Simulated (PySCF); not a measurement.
C2H4F2, SMILES FCCF. Geometry: PBE-D3(BJ)/def2-SVP. Other conformers were not sampled.

These are PBE-D3(BJ)/def2-SVP run with PySCF values and carry that method's errors.

Harmonic wavenumbers (cm⁻¹): 153, 317, 480, 860, 885, 1082, 1092, 1113, 1219, 1262, 1350, 1388, 1419, 1427, 2942, 2952, 3001, 3014. Rotational constants (GHz): 17.35, 4.927, 4.318; symmetry number 2.

Task: Work out the zero-point energy and the ideal-gas rigid-rotor harmonic-oscillator thermochemistry at 298.15 K and 1 atm.

Result: ZPE = ½ Σ hcν = ½ × 25955 cm⁻¹ = 37.10 kcal/mol. H − E(el) = 40.44 kcal/mol. Entropy in cal/(mol K): translation 38.48, rotation 22.90, vibration 5.32, total 66.71. G − E(el) = 20.55 kcal/mol. Cp = 15.51 cal/(mol K).
